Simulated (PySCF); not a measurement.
S⁺: excitation energy

S⁺ [Ne] 3s2 3p3 (4S) → S⁺ [Ne] 3s1 3p3 4s1 (6S), as a difference of total energies. Computed with PySCF 2.14 in aug-cc-pwCVDZ (6s5p3d, 36 functions), with the non-relativistic Hamiltonian (point nucleus). Correlated levels: valence and next inner shell: 1s2 frozen. The calculations carry no spin-orbit coupling.

| method | excitation energy (eV) |
| --- | --- |
| UHF | 18.523 |
| MP2 (valence and next inner shell) | 19.952 |
| SCS-MP2 (valence and next inner shell) | 20.332 |
| CCSD (valence and next inner shell) | 20.157 |
| CCSD(T) (valence and next inner shell) | 20.199 |

Task: How much does correlation contribute at CCSD(T) (valence and next inner shell)?

Result: 20.199 − (18.523) = 1.676 eV, measured against UHF.

The promoted electron is Rydberg-like, and one or two diffuse shells describe it only roughly, which tends to raise the upper state.
